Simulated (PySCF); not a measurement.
Compound: C5H9N3Si.
Bonds: C1–C2 (double), C2–C3, C3–N4, N4–N5 (aromatic), N5–C6 (aromatic), C6–C7 (aromatic), C7–Si8, C7–N9 (aromatic), N4–N9 (aromatic). Hydrogens: H10, H11 on C1; H12 on C2; H13, H14 on C3; H15 on C6; H16, H17, H18 on Si8.

The same species was optimised twice, with GFN2-xTB and with PBE0-D3(BJ)/def2-SVP (PySCF), and the same property calculations (PySCF, gas phase) were run on both structures.

```
     coordinate  GFN2-xTB  PBE0-D3(BJ)/def2-SVP  change
      C3–N4 (Å)     1.437                 1.451  +0.014
      C1=C2 (Å)     1.318                 1.332  +0.014
      C7–N9 (Å)     1.333                 1.341  +0.008
      C6–C7 (Å)     1.405                 1.412  +0.007
      N5–C6 (Å)     1.322                 1.328  +0.006
      N4–N9 (Å)     1.308                 1.312  +0.004
      C2–C3 (Å)     1.502                 1.498  -0.004
      N4–N5 (Å)     1.312                 1.315  +0.003
     C7–Si8 (Å)     1.871                 1.871   0.000
   C2–C3–N4 (°)     110.6                 112.2    +1.6
   N5–N4–N9 (°)     114.9                 116.1    +1.2
   C3–N4–N5 (°)     122.4                 121.5    -0.9
   N4–N9–C7 (°)     105.4                 104.5    -0.9
   N4–N5–C6 (°)     104.4                 103.8    -0.6
   C6–C7–N9 (°)     106.5                 106.8    +0.3
   C3–N4–N9 (°)     122.6                 122.3    -0.3
  Si8–C7–N9 (°)     122.5                 122.3    -0.2
C1–C2–C3–N4 (°)      -127                  -126      +1
C2–C3–N4–N5 (°)       -75                   -73      +2
```

Rotational constants: A = 3483, B = 691.0, C = 622.1 MHz (GFN2-xTB) against A = 3468, B = 683.3, C = 616.1 MHz (PBE0-D3(BJ)/def2-SVP). Point groups within 0.08 Å: C1 and C1.

On the GFN2-xTB structure: HOMO (eV) -7.63 [PBE0/pcSseg-1]; LUMO (eV) -0.41 [PBE0/pcSseg-1]; dipole (D) 0.88 [PBE0/pcSseg-1]; GIAO shielding of C1 (ppm) 62.1 [PBE0/pcSseg-1]; GIAO shielding of C2 (ppm) 42.9 [PBE0/pcSseg-1]; GIAO shielding of C3 (ppm) 126.1 [PBE0/pcSseg-1]; GIAO shielding of N4 (ppm) -23.4 [PBE0/pcSseg-1]; GIAO shielding of N5 (ppm) -90.4 [PBE0/pcSseg-1]; GIAO shielding of C6 (ppm) 39.0 [PBE0/pcSseg-1]; GIAO shielding of C7 (ppm) 47.8 [PBE0/pcSseg-1]; GIAO shielding of Si8 (ppm) 434.4 [PBE0/pcSseg-1].

**Question.** What do these properties become on the PBE0-D3(BJ)/def2-SVP structure?

**Answer.** 
| property | level | on GFN2-xTB | on PBE0-D3(BJ)/def2-SVP | change |
| --- | --- | --- | --- | --- |
| HOMO (eV) | PBE0/pcSseg-1 | -7.63 | -7.66 | -0.03 |
| LUMO (eV) | PBE0/pcSseg-1 | -0.41 | -0.50 | -0.09 |
| dipole (D) | PBE0/pcSseg-1 | 0.88 | 1.10 | +0.22 |
| energy, GFN2-xTB geometry as zero (kcal/mol) | PBE0/pcSseg-1 | 0.0 | -1.1 | -1.1 |
| GIAO shielding of C1 (ppm) | PBE0/pcSseg-1 | 62.1 | 57.6 | -4.5 |
| GIAO shielding of C2 (ppm) | PBE0/pcSseg-1 | 42.9 | 41.3 | -1.6 |
| GIAO shielding of C3 (ppm) | PBE0/pcSseg-1 | 126.1 | 124.4 | -1.7 |
| GIAO shielding of N4 (ppm) | PBE0/pcSseg-1 | -23.4 | -27.3 | -3.9 |
| GIAO shielding of N5 (ppm) | PBE0/pcSseg-1 | -90.4 | -93.1 | -2.7 |
| GIAO shielding of C6 (ppm) | PBE0/pcSseg-1 | 39.0 | 36.5 | -2.5 |
| GIAO shielding of C7 (ppm) | PBE0/pcSseg-1 | 47.8 | 46.3 | -1.5 |
| GIAO shielding of Si8 (ppm) | PBE0/pcSseg-1 | 434.4 | 432.1 | -2.3 |

The heavy atoms differ by 0.017 Å rms after alignment. Among bonds between heavy atoms C1=C2 and C3–N4 change most and about equally (+0.014 Å). Changes are differences of the printed values. Neither structure is proved a minimum here.

Conformer computed: `[CH2:1]=[CH:2][CH2:3][n:4]1[n:5][cH:6][c:7]([SiH3:8])[n:9]1`: C1–C2–C3–N4 -126°, C2–C3–N4–N5 -73°.
